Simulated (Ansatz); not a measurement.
Born–Oppenheimer molecular dynamics of C2H6LiS (10 atoms, charge 1, multiplicity 1). It starts from a relaxed structure.

Computed with RKS B3LYP/STO-3G in Ansatz 0.2.0.

| Quantity | Value |
| --- | --- |
| ensemble | NVT, Langevin thermostat |
| time step | 1 fs |
| steps asked | 284 |
| set temperature | 1000 K |
| friction | 0.005 /fs |
| seed | 154316 |

First frame:

```xyz
10
Properties=species:S:1:pos:R:3
Li 0.093 0.064 -2.773
C 1.413 -0.066 0.334
S -0.005 -0.692 -0.672
C -1.432 0.047 0.241
H 1.403 1.033 0.399
H 2.344 -0.410 -0.140
H 1.333 -0.503 1.344
H -1.332 1.140 0.323
H -2.354 -0.209 -0.303
H -1.463 -0.404 1.247
```

(1) How far do the bonds stretch over the last three quarters of this one trajectory? (Pairs bonded in most of those frames.)

Results:

(1) 
```
  bond  mean (Å)  spread (Å)  shortest  longest
Li1–S3     2.267       0.177      1.98     2.60
 C2–S3     1.867       0.040      1.78     1.94
 C2–H5     1.109       0.042      1.03     1.20
 C2–H6     1.111       0.050      1.01     1.21
 C2–H7     1.107       0.026      1.04     1.17
 S3–C4     1.864       0.046      1.77     1.96
 C4–H8     1.109       0.042      1.03     1.18
 C4–H9     1.113       0.054      1.02     1.22
C4–H10     1.116       0.064      1.00     1.23
```

Mean temperature of the second half: 727 K. The mean temperature of the second half is 27 % below the set value. A run of 0.28 ps of so small a system gives no equilibrium averages. Limits of this set-up: minimal basis, the dipole of an ion depends on the origin.

Time of the run: 22 min on 1 thread of AMD EPYC (Zen 3), with other jobs on the host, peak memory 0.097 GiB.
